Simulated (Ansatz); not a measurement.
Compare A (`O[SiH2][NH][GeH2][OH]`) with its isomer B (`O[SiH](O)[NH][GeH3]`).

Program: Ansatz. Geometries: PBE0-D4/def2-TZVP. ΔE: electronic, gas phase. CCSD(T)/CBS is the MP2 limit (def2-TZVPP, def2-QZVPP) plus CCSD(T) − MP2 in def2-TZVPP, frozen cores. DFT in def2-TZVPP. B3LYP here is the variant with VWN-RPA as its local correlation; programs differ in this. For Ge outer-core shells are correlated without core-valence functions, which leaves a few kJ/mol of doubt a bond. Scalar relativity is left out up to krypton. One conformer a species, not always the lowest.

Q: Which isomer does CCSD(T)/CBS put lower? Give the gap. (Estimate.)

A: Computed: B, by 75.2 kJ/mol.

Q: Give E(B) − E(A) in kJ/mol with r2SCAN-D4, PBE-D4, MP2/def2-TZVPP, HF/def2-TZVPP, PBE0-D4, CCSD/def2-TZVPP, B3LYP. (An estimate is asked.)

A: Computed: r2SCAN-D4 -76.2, PBE-D4 -70.2, MP2/def2-TZVPP -72.3, HF/def2-TZVPP -82.8, PBE0-D4 -74.9, CCSD/def2-TZVPP -75.7, B3LYP -76.0. None reverses the order clearly.

Largest T1 diagnostic: 0.012.

From PBE to PBE0 (25 % exact exchange), in def2-TZVPP and without D4, E(B) − E(A) moves by −4.5 kJ/mol. In def2-TZVPP, CCSD(T) changes the Hartree–Fock value by +9.6 kJ/mol (the triples alone add +2.5 kJ/mol) and MP2 by +10.4 kJ/mol.
